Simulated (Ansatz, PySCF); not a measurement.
Gas-phase reaction (SMILES): OB(Br)Br + O (H2O) -> OB(O)Br [bromoboronic acid] + Br (HBr); water cleaves one B-Br bond, a model of a ligand-exchange step.

Structures are relaxed separately at B3LYP-D3(BJ)/def2-TZVP in Ansatz (an electronic-structure program), one conformer each, not searched for the lowest. Cores are frozen in the correlated levels unless marked. No spin-orbit coupling. Frozen are the shells of the preceding noble gas and the d and f shells that filled before the atom's block. Non-relativistic. CBS marks a two-point X^-3 extrapolation of the correlation energy; Hartree-Fock from the larger set (for Q and 5 zeta extrapolated as (X+1)exp(-9√X)). Thermal terms are rigid-rotor harmonic-oscillator values from B3LYP-D3(BJ) frequencies (Ansatz or PySCF) at 298.15 K and 1 atm. 1 Eh = 627.5095 kcal/mol.

```
species   E, CCSD(T)/CBS(cc-pVQZ,cc-pV5Z) (Ansatz) (Eh)  E, r2SCAN-D4/def2-TZVPD (Ansatz + dftd4) (Eh)  H - E (Eh)
--------  ---------------------------------------------  ---------------------------------------------  ----------
OB(Br)Br                                    -5246.05938                                    -5249.07982     0.02594
O (H2O)                                       -76.37670                                      -76.42298     0.02495
OB(O)Br                                     -2749.17540                                    -2750.78445     0.04011
Br (HBr)                                    -2573.28264                                    -2574.74145     0.00927
```

### Question
Work out ΔE and ΔH at 298.15 K at the first level, then ΔH at the second.

### Answer

1. ΔE = [(-2749.17540) + (-2573.28264)] - [(-5246.05938) + (-76.37670)] = -0.02196 Eh = -13.8 kcal/mol at CCSD(T)/CBS(cc-pVQZ,cc-pV5Z).
2. The terms H - E add up to -0.00151 Eh, so ΔH = (-0.02196 + (-0.00151))×627.5095 = -14.7 kcal/mol.
3. At r2SCAN-D4/def2-TZVPD the same steps give ΔE = -14.5 and ΔH = -15.4 kcal/mol, a shift of -0.7 from the first level.
4. These values are not checked against measurement here, since the tables used lack a sound gas-phase enthalpy of formation for at least one species.
